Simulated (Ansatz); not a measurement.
Calculated with Ansatz (gas phase, PBE0-D4/def2-TZVP geometries, no zero-point term in ΔE). CCSD(T)/CBS adds triple-zeta CCSD(T) − MP2 to the extrapolated MP2 energy (def2 sets, frozen cores). DFT in def2-TZVPP. Elements past krypton have def2 core potentials. For Br, In outer-core shells are correlated without core-valence functions, which leaves a few kJ/mol of doubt a bond. Scalar relativity is left out up to krypton. Each species was taken in one conformer, which may not be the lowest.

Consider the redistribution: `O[CH2][In]([OH])[Cl]` + `CC[SiH2]Br` → `C[CH2][In]([OH])[Cl]` + `OC[SiH2]Br`.

`O[CH2][In]([OH])[Cl]`:

```xyz
9

O     1.766    1.009   -0.435
C     0.505    1.274    0.104
In   -0.604   -0.582    0.259
O    -1.941   -1.550    1.329
Cl    0.150   -1.902   -1.568
H     1.672    0.504   -1.250
H    -0.088    1.968   -0.501
H     0.643    1.706    1.094
H    -2.104   -2.427    0.968
```

`CC[SiH2]Br`:

```xyz
11

C    -1.470    0.094    0.069
C    -0.139    0.028   -0.679
Si    1.316   -0.099    0.481
Br    3.216   -0.191   -0.681
H    -2.310    0.168   -0.625
H    -1.516    0.963    0.731
H    -1.631   -0.796    0.684
H    -0.113   -0.834   -1.353
H     0.001    0.914   -1.306
H     1.401    1.084    1.373
H     1.244   -1.331    1.306
```

`C[CH2][In]([OH])[Cl]`:

```xyz
11

C     1.046    1.329   -0.366
C    -0.346    0.722   -0.282
In   -0.340   -1.308    0.422
O    -1.788   -2.617    0.749
Cl    1.695   -2.324    0.954
H     1.543    1.345    0.605
H     1.693    0.772   -1.046
H     0.995    2.360   -0.728
H    -0.994    1.282    0.396
H    -0.843    0.710   -1.255
H    -2.662   -2.272    0.552
```

`OC[SiH2]Br`:

```xyz
9

O    -0.723    0.240    1.575
C     0.263   -0.407    0.794
Si    0.001   -0.140   -1.052
Br   -0.122    2.073   -1.340
H    -0.740    1.170    1.328
H     0.186   -1.478    1.008
H     1.280   -0.101    1.077
H     1.136   -0.647   -1.862
H    -1.282   -0.709   -1.527
```

```tsv
level	ΔE (kcal/mol)
r2SCAN-D4	3.1
PBE0	2.5
r2SCAN0	2.5
CCSD(T)/def2-SVP	0.7
SCS-MP2/def2-TZVPP	1.1
HF/def2-QZVPP	0.9
SCS-MP2/def2-QZVPP	0.9
CCSD/CBS(def2)	0.9
```

Task: What does CCSD(T)/CBS give? (Estimate.)

Result: Ansatz gave: +1.0 kcal/mol. The listed levels differ from it by 2.1, 1.5, 1.5, -0.3, 0.1, -0.1, -0.1, -0.1 kcal/mol.

Task: What do rigid-rotor, harmonic-oscillator terms from PBE0-D4/def2-TZVP frequencies (298.15 K, 1 bar) make of the CCSD(T)/CBS value? (An estimate is asked.)

Result: Ansatz gave: ΔZPE = -0.3 kcal/mol, ΔH = +0.8 kcal/mol, ΔS = 7 J/(mol·K), ΔG = +0.3 kcal/mol. Modes under 50 cm⁻¹ make the entropy rough.

Largest T1 diagnostic among the species: 0.015.

From BLYP to BHLYP (50 % exact exchange), in def2-TZVPP and without D4, ΔE moves by −1.4 kcal/mol. Leaving LDA and LC-ωPBE aside and taking each functional with its dispersion term where it has one, the values, not all of them listed here, spread over 1.6 kcal/mol, from ωB97X-V to PBE-D4.

CCSD(T)/CBS has its own doubt, a few kJ/mol and more with outer-core shells, so smaller differences from it don't rank the levels.
